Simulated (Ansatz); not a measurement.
One change: `SC[SiH2]SS` becomes `[SiH3]SS`.

Ansatz, PBE0-D4/def2-TZVP geometries, multiplicity 1. Each molecule was computed in one conformer, which needn't be the lowest.

| property | `SC[SiH2]SS` |
| --- | --- |
| LUMO energy (PBE/def2-TZVPP) / eV | -2.26 |
| HOMO–LUMO gap (ωB97M-V/def2-TZVPP) / eV | 10.03 |
| HOMO–LUMO gap (PBE0/def2-TZVPP) / eV | 5.76 |
| HOMO energy (PBE/def2-TZVPP) / eV | -5.78 |
| HOMO energy (PBE0/def2-TZVPP) / eV | -7.04 |
| HOMO–LUMO gap (PBE/def2-TZVPP) / eV | 3.52 |

Problem. Give the same properties after the change, and the shifts. (An estimate is asked.)

Solution. Ansatz gave: 
```json
{"property": "LUMO energy (PBE/def2-TZVPP) / eV", "`[SiH3]SS`": "-2.19", "shift": "0.07"}
{"property": "HOMO–LUMO gap (ωB97M-V/def2-TZVPP) / eV", "`[SiH3]SS`": "10.32", "shift": "0.29"}
{"property": "HOMO–LUMO gap (PBE0/def2-TZVPP) / eV", "`[SiH3]SS`": "6.11", "shift": "0.35"}
{"property": "HOMO energy (PBE/def2-TZVPP) / eV", "`[SiH3]SS`": "-6.12", "shift": "-0.34"}
{"property": "HOMO energy (PBE0/def2-TZVPP) / eV", "`[SiH3]SS`": "-7.31", "shift": "-0.27"}
{"property": "HOMO–LUMO gap (PBE/def2-TZVPP) / eV", "`[SiH3]SS`": "3.92", "shift": "0.40"}
```

With PBE0 the HOMO falls by 0.27 eV and the LUMO rises by 0.09 eV, so the gap widens by about 0.36 eV. PBE moves the HOMO by -0.34 eV and ωB97M-V by -0.17 eV.
